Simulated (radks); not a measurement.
Results of a calculation; reference values are marked as such.
All-electron atom: Gd2+ in [Xe] 4f7 7s1 (not the ground configuration). Level of theory: scalar-relativistic Kohn-Sham, r2SCAN, spin-polarised, spherical densities, finite nucleus; open shells are filled with parallel spins first (spin-orbit coupling, left out, can overturn this in heavy ions); meta-GGA in the generalised Kohn-Sham scheme; Fermi nuclear charge, rms radius 5.1569 fm (a radial shooting solver on a logarithmic mesh with Libxc functionals). Some entries of the table are withheld. Estimate them.

| orbital | occ. | eigenvalue (hartree) | <r> (bohr) |
|---|---|---|---|
| 1s up | 1 | -1844.454 | 0.02191 |
| 1s down | 1 | -1844.454 | 0.02191 |
| 2s down | 1 | -305.9233 | 0.09326 |
| 2s up | 1 | -305.9229 | 0.09326 |
| 2p up | 3 | -272.1985 | 0.08238 |
| 2p down | 3 | -272.1983 | 0.08237 |
| 3s up | 1 | -68.71023 | 0.2441 |
| 3s down | 1 | -68.58668 | 0.2439 |
| 3p up | 3 | -58.20724 | 0.2429 |
| 3p down | 3 | -58.08354 | 0.2425 |
| 3d up | 5 | -44.32804 | 0.2214 |
| 3d down | 5 | -44.23193 | 0.2210 |
| 4s up | 1 | -14.67080 | 0.5533 |
| 4s down | 1 | -14.37612 | 0.5533 |
| 4p up | 3 | -11.19272 | 0.5855 |
| 4p down | 3 | -10.89682 | 0.5855 |
| 4d up | 5 | (1) | (2) |
| 4d down | 5 | (3) | (4) |
| 5s up | 1 | -2.66372 | 1.317 |
| 5s down | 1 | -2.52289 | 1.351 |
| 5p up | 3 | -1.79122 | 1.513 |
| 5p down | 3 | -1.69050 | 1.555 |
| 4f up | 7 | -1.13902 | 0.8369 |
| 4f down | 0 | -0.86870 | 0.8890 |
| 7s up | 1 | -0.31644 | 6.352 |

Answer. 
(1) 4d up eigenvalue (hartree): -6.36205
(2) 4d up <r> (bohr): 0.6364
(3) 4d down eigenvalue (hartree): -6.06407
(4) 4d down <r> (bohr): 0.6377
